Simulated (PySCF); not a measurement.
Working out the ionisation energy of C⁺

C⁺ [He] 2s2 2p1 (2P) → C²⁺ [He] 2s2 (1S). All numbers are calculated (PySCF 2.14, no relativity, point nucleus, in def2-TZVP). Frozen: 1s2. Energies in hartree (1 hartree = 27.21139 eV):

| part | C⁺ (lower) | C²⁺ (upper) |
| --- | --- | --- |
| UHF | -37.295541 | -36.407297 |
| CCSD correlation | -0.073893 | -0.072687 |
| (T) | -0.001137 | 0.000000 |

Question: What does Hartree-Fock give?

Answer: (-36.407297) − (-37.295541) = 0.888244 hartree = 24.170 eV.

Question: What do CCSD and CCSD(T) give?

Answer: The CCSD correlation energies differ by 0.001206 hartree = 0.033 eV and the triples by 0.001137 hartree = 0.031 eV, so CCSD gives 24.203 eV and CCSD(T) 24.234 eV.

Measured between the centres of the two terms (NIST): 24.378 eV, so CCSD(T) (valence) is off by -0.144 eV.

The coupled-cluster amplitudes are large, so a single reference is strained.

What remains against the reference includes basis incompleteness, the frozen core and higher excitations.
